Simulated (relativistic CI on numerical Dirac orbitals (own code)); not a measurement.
Method of calculation: Dirac-Coulomb-Breit CI, KLI orbitals optimised for each configuration, QED by a radiative potential, unscaled Slater integrals (own radial code, finite nucleus).

Configuration list (outside the closed core 1s2): 2s, 2p, 3s, 3p, 3d, 4s, 4p, 4d, 4f, 5s, 5p, 5d, 5f, 5g, 6s, 6p, 6d. Levels of other configurations are missing.

At this charge energies of transitions that change n are usually good to better than 1 %, and those within a shell (Δn = 0) to a few per cent.

Outline of the computed level scheme of S XIV. Lowest level of each configuration: 2s ²S1/2 at 0.000 eV; 2p ²P°1/2 at 27.954 eV; 3s ²S1/2 at 399.094 eV; 3p ²P°1/2 at 406.815 eV; 3d ²D3/2 at 410.157 eV; 4s ²S1/2 at 535.390 eV; 4p ²P°1/2 at 538.564 eV; 4d ²D3/2 at 539.955 eV; 4f ²F°5/2 at 540.082 eV.

Some strong electric-dipole decays among the lowest 15 levels: 3d ²D5/2 → 2p ²P°3/2 (2.5e+12 s⁻¹); 3d ²D3/2 → 2p ²P°1/2 (2.1e+12 s⁻¹); 3p ²P°1/2 → 2s ²S1/2 (8.4e+11 s⁻¹); 4d ²D5/2 → 2p ²P°3/2 (8.3e+11 s⁻¹); 3p ²P°3/2 → 2s ²S1/2 (8.3e+11 s⁻¹); 4d ²D3/2 → 2p ²P°1/2 (7.0e+11 s⁻¹); 4f ²F°7/2 → 3d ²D5/2 (5.3e+11 s⁻¹); 4f ²F°5/2 → 3d ²D3/2 (5.0e+11 s⁻¹).
